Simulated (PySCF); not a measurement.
C₆ coefficients of unlike pairs at wB97M-V

Calculated with PySCF 2.14 from the dipole response of each species, C₆(A,B) = (3/π) ∫ α_A(iu) α_B(iu) du, in atomic units, from isotropic polarisabilities. For ions this is the dispersion term alone; charge-induced terms of lower order in 1/R come first.

```csv
species,configuration,basis,relativity,α (bohr³),C₆ (like pair)
O(2+),[He] 2s2 2p2 (3P),aug-cc-pVTZ (5s4p3d2f),none,1.721,2.328
Cs+,[Xe] (1S),aug-cc-pVDZ-X2C (8s7p5d),spin-free X2C,12.84,77.69
Co(2+),[Ar] 3d7 (4F),def2-TZVPPD (6s6p4d2f1g),none,2.759,6.526
Sr,[Kr] 5s2 (1S),aug-cc-pwCVTZ-X2C (10s9p7d3f),spin-free X2C,180.0,2712
```

(1) Estimate C₆ for Sr with Cs+.

No spin-orbit coupling is included.

The other pairs:

```
         pair     C₆
    Sr, O(2+)  50.67
  Co(2+), Cs+  20.33
   Cs+, O(2+)  12.82
   Sr, Co(2+)  80.53
Co(2+), O(2+)  3.840
```

## Answers

(1) The integral gives 347.7. The combination rule 2 C_A C_B / (C_A α_B/α_A + C_B α_A/α_B) gives 328.7 and the geometric mean 459.0.
